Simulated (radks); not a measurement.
These are the eigenvalues of the occupied orbitals of an atom or ion with whole-number occupations (hartree). All-electron calculation, Dirac Kohn-Sham, PBE, spin-unpolarised, spherical densities, finite nucleus; Fermi nuclear charge, rms radius of each element as measured or else 0.836 A^(1/3) + 0.57 fm. Program: a radial shooting solver on a logarithmic mesh with Libxc functionals.

1s1/2: -729.9183
2s1/2: -104.6896
2p1/2: -96.45493
2p3/2: -92.53988
3s1/2: -19.34254
3p1/2: -16.21105
3p3/2: -15.56519
3d3/2: -10.03564
3d5/2: -9.91313
4s1/2: -4.07181
4p1/2: -3.14415
4p3/2: -3.04119
5s1/2: -1.19261
5p1/2: -0.94745

Which element is it, and in what charge state? The configuration may be excited. Open shells, if any, fill j = l - 1/2 first.

Answer. Z = 42, molybdenum, charge +3: Mo3+ in [Kr] 5s2 5p1. The list shows which subshells hold electrons but not how many an open one holds; the 1s level, -729.92 hartree, gives Z - s = 38.2 by -(Z - s)^2/2, which with screening and relativity narrows Z to a few neighbours, and the depths of the outer levels then fix element, charge and occupations together.
